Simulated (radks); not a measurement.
The numbers below are computed, except where a source is named.
Correlation energies from several functionals, in hartree. Species: Lu+ [Xe] 4f14 6s2; Cd [Kr] 4d10 5s2. Level of theory: non-relativistic Kohn-Sham, PBE, spin-polarised, spherical densities, point nucleus (a radial shooting solver on a logarithmic mesh with Libxc functionals). Every spin shell is full or empty, so the densities are truly spherical. Functionals are evaluated on that one density, not self-consistently.

PW92: Lu+ -7.1834; Cd -4.5509
VWN5: Lu+ -7.2133; Cd -4.5708
PZ: Lu+ -7.1876; Cd -4.5491
Wigner: Lu+ -3.7780; Cd -2.5600
Chachiyo: Lu+ -7.1018; Cd -4.4898
PBE: Lu+ -4.1658; Cd -2.5342
LYP: Lu+ -3.7666; Cd -2.4248
P86: Lu+ -4.6967; Cd -2.8749
AM05: Lu+ -6.7482; Cd -4.2352
OP (B88): Lu+ -3.6782; Cd -2.3502
revTPSS: Lu+ -4.2055; Cd -2.5696
SCAN: Lu+ -4.2345; Cd -2.5396
r2SCAN: Lu+ -4.2526; Cd -2.5549
B95: Lu+ -5.1758; Cd -3.0775
Tao-Mo: Lu+ -4.0674; Cd -2.4472
